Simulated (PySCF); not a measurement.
The dipole of `CB(P)C(C)C` from its density and from atomic charges.

Coordinates (PBE0-D3(BJ)/def2-SVP, Å) and charges (e) from the PBE0/pcSseg-1 density (PySCF):

| atom | x | y | z | Mulliken | IAO | Hirshfeld | ESP-fitted |
| --- | --- | --- | --- | --- | --- | --- | --- |
| C1 | 1.304 | 1.686 | -0.592 | -0.4955 | -0.5551 | -0.1927 | -0.6014 |
| B2 | 0.857 | 0.258 | -0.117 | +0.2644 | +0.1209 | +0.1402 | +0.3386 |
| P3 | 2.167 | -0.940 | 0.582 | -0.0995 | +0.0699 | -0.0005 | -0.4069 |
| C4 | -0.633 | -0.220 | -0.355 | -0.5136 | -0.2246 | -0.0918 | +0.3428 |
| C5 | -0.839 | -1.710 | -0.610 | -0.2220 | -0.4010 | -0.1179 | -0.6057 |
| C6 | -1.428 | 0.247 | 0.876 | -0.2657 | -0.3921 | -0.1090 | -0.5943 |
| H7 | 1.573 | 1.581 | -1.662 | +0.1457 | +0.1704 | +0.0516 | +0.1613 |
| H8 | 0.477 | 2.413 | -0.563 | +0.1290 | +0.1482 | +0.0427 | +0.1158 |
| H9 | 2.182 | 2.111 | -0.083 | +0.1312 | +0.1442 | +0.0371 | +0.1619 |
| H10 | 2.864 | -0.078 | 1.473 | +0.0544 | -0.0029 | -0.0066 | +0.1242 |
| H11 | 1.421 | -1.660 | 1.555 | +0.0498 | -0.0057 | -0.0053 | +0.1046 |
| H12 | -1.025 | 0.342 | -1.225 | +0.1241 | +0.1304 | +0.0336 | -0.0152 |
| H13 | -1.905 | -1.947 | -0.766 | +0.1115 | +0.1324 | +0.0365 | +0.1447 |
| H14 | -0.288 | -2.055 | -1.498 | +0.1221 | +0.1358 | +0.0364 | +0.1346 |
| H15 | -0.499 | -2.318 | 0.245 | +0.1063 | +0.1266 | +0.0322 | +0.1669 |
| H16 | -2.502 | 0.031 | 0.752 | +0.1242 | +0.1377 | +0.0405 | +0.1583 |
| H17 | -1.326 | 1.329 | 1.055 | +0.1209 | +0.1342 | +0.0395 | +0.1478 |
| H18 | -1.091 | -0.274 | 1.787 | +0.1125 | +0.1307 | +0.0339 | +0.1219 |

Q: Form Σ q r in debye for every column and set it beside the full dipole.

A: The full density gives (-0.89, 0.85, 0.23) D, 1.25 D in size; dipole vectors point from the negative to the positive end.

| scheme | μx | μy | μz | size (D) | share of the full size (%) | angle to the full dipole (°) |
| --- | --- | --- | --- | --- | --- | --- |
| Mulliken | 0.18 | -0.26 | 0.72 | 0.78 | 62 | 102 |
| IAO | 0.26 | -0.14 | -0.05 | 0.30 | 24 | 166 |
| Hirshfeld | 0.07 | 0.07 | -0.04 | 0.11 | 9 | 97 |
| ESP-fitted | -0.85 | 0.86 | 0.22 | 1.23 | 98 | 2 |

Q: Which set comes closest?

A: Length of the difference vector: ESP-fitted 0.05 D, Hirshfeld 1.27 D, IAO 1.55 D, Mulliken 1.62 D. Closest: ESP-fitted. 

Q: What is left for the Hirshfeld atoms' own dipoles?

A: The Hirshfeld atoms' densities add up to the full density, so μ = Σ q r + Σ (atomic dipoles). The atomic dipoles sum to (-0.89, 0.85, 0.23) − (0.07, 0.07, -0.04) = (-0.96, 0.78, 0.27) D, 1.27 D in size.

Q: With the origin at the mean of the coordinates, (0.073, -0.067, 0.047) Å, which are the largest single terms, by size, of the ESP-fitted dipole along the direction of the full one?

A: C6 -4.09, P3 +3.87, C5 +1.72, H16 +1.54, H17 +1.51 D; all 18 atoms together +1.23 D. The single terms depend on the origin, their sum doesn't.

Q: Give the size of the full dipole in other units.

A: 1.25 D = 0.493 au = 0.261 e·Å = 4.18 × 10⁻³⁰ C·m.

Isolated species at its PBE0-D3(BJ)/def2-SVP geometry (one conformer only).

The run behind these numbers computed NMR shieldings as well. On an Arm Neoverse V1 with one thread, shared host, this took 25 s wall and 0.82 GiB of memory at its peak.

Conformer computed: `[CH3:1][B:2]([PH2:3])[CH:4]([CH3:5])[CH3:6]`: C1–B2–C4–C5 147°, H–P3–B2–C1 46°, H–P3–B2–C1 147°.
